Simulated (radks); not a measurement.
Question: These are the eigenvalues of the occupied orbitals of an atom or ion with whole-number occupations (hartree). Method: scalar-relativistic Kohn-Sham, BLYP, spin-polarised, spherical densities, finite nucleus; Fermi nuclear charge, rms radius of each element as measured or else 0.836 A^(1/3) + 0.57 fm; computed with a radial shooting solver on a logarithmic mesh with Libxc functionals.

1s down: -2714.048
1s up: -2714.048
2s up: -472.7057
2s down: -472.6978
2p up: -411.7399
2p down: -411.7335
3s up: -109.9869
3s down: -109.9842
3p up: -92.07826
3p down: -92.07523
3d up: -72.03604
3d down: -72.03056
4s up: -23.19140
4s down: -23.18368
4p up: -17.31498
4p down: -17.30774
4d up: -10.01165
4d down: -10.00322
5s up: -3.37776
5s down: -3.31717
4f up: -1.89951
5p up: -1.88976
4f down: -1.88527
5p down: -1.81382
5d up: -0.25510
6s up: -0.23770
6s down: -0.19963
5d down: -0.17685

Which element is it, and in what charge state? The configuration may be excited. Open shells, if any, are filled with parallel spins first.

Answer: Z = 76, osmium, charge 0: Os in [Xe] 4f14 5d6 6s2. The list shows which subshells hold electrons but not how many an open one holds; the 1s level, -2714 hartree, gives Z - s = 73.7 by -(Z - s)^2/2, which with screening and relativity narrows Z to a few neighbours, and the depths of the outer levels then fix element, charge and occupations together.
